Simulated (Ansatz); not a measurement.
Computed with Ansatz on PBE0-D4/def2-TZVP structures; ΔE is electronic, products minus reactants. CCSD(T)/CBS is the MP2 limit (def2-TZVPP, def2-QZVPP) plus CCSD(T) − MP2 in def2-TZVPP, frozen cores. This one scheme is used for every species. DFT in def2-TZVPP. For Ga, Ge outer-core shells are correlated without core-valence functions, which leaves a few kJ/mol of doubt a bond. Scalar relativity is left out up to krypton.

`[GaH2][O][GeH3]` + `BS` → `B[S][GeH3]` + `[OH][GaH2]`  (ligand exchange at a Ge–O bond)

Q: Is it downhill or uphill in electronic energy at CCSD(T)/CBS, and by how much? (Estimate.)

A: The calculation gave: Downhill: ΔE = -11.9 kJ/mol.

Q: What do these levels give: revPBE-D4, r2SCAN-D4, PBE0-D4, BHLYP-D4, ωB97X-V, BHLYP? (Best estimate.)

A: Computed: revPBE-D4 -20.5, r2SCAN-D4 -13.4, PBE0-D4 -18.7, BHLYP-D4 -6.1, ωB97X-V -8.7, BHLYP -5.4 kJ/mol.

Q: What do rigid-rotor, harmonic-oscillator terms from PBE0-D4/def2-TZVP frequencies (298.15 K, 1 bar) make of the CCSD(T)/CBS value? (Best estimate.)

A: Computed: ΔZPE = +5.2 kJ/mol, ΔH = -6.9 kJ/mol, ΔS = 1 J/(mol·K), ΔG = -7.2 kJ/mol. Modes under 50 cm⁻¹ make the entropy rough.

Largest T1 diagnostic among the species: 0.015.

In def2-TZVPP, CCSD(T) changes the Hartree–Fock value by −9.8 kJ/mol (the triples alone add −1.4 kJ/mol) and MP2 by −12.5 kJ/mol. From BLYP to BHLYP (50 % exact exchange), in def2-TZVPP and without D4, ΔE moves by +4.1 kJ/mol. At CCSD(T), def2-SVP lies +18.5 kJ/mol from the extrapolated value and def2-TZVPP +4.7 kJ/mol.
